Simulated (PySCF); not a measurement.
Species: BFH₅PSi.
Numbering: `[BH2:1][PH:2][SiH2:3][F:4]` (hydrogens: H5, H6 on B1; H7 on P2; H8, H9 on Si3)

Geometry (PBE0-D3(BJ)/def2-SVP, Å), atoms numbered from 1 in this order:
```
atom  x, y, z in Å
B1     1.7880    0.2582    0.0350
P2     0.3976   -0.9559   -0.0422
Si3   -1.4783    0.2008    0.2654
F4    -2.6073   -0.7442    0.9560
H5     2.7416    0.1289   -0.6903
H6     1.7762    1.0873    0.9113
H7     0.3278   -1.4762   -1.3590
H8    -2.0506    0.6821   -1.0213
H9    -1.1600    1.3084    1.2037
```

Computed at PBE0/pcSseg-1 (PySCF, non-relativistic), with Q(11B) = 0.04059 b: B1, 11B (I = 3/2): χzz = 4.955 MHz, η = 0.225.

(1) Find the zero-field quadrupole resonance frequencies of 11B at B1.

## Answers

(1) From ν = (|χ|/2)√(1 + η²/3): ν = 2.498 MHz (three-coordinate boron).

In a crystal, neighbours and librations shift these lines. One conformer (not necessarily the lowest) at the PBE0-D3(BJ)/def2-SVP geometry, without solvent, vibrations or thermal averaging. The basis is small and wasn't made for field gradients, so the couplings can be 20 % off.
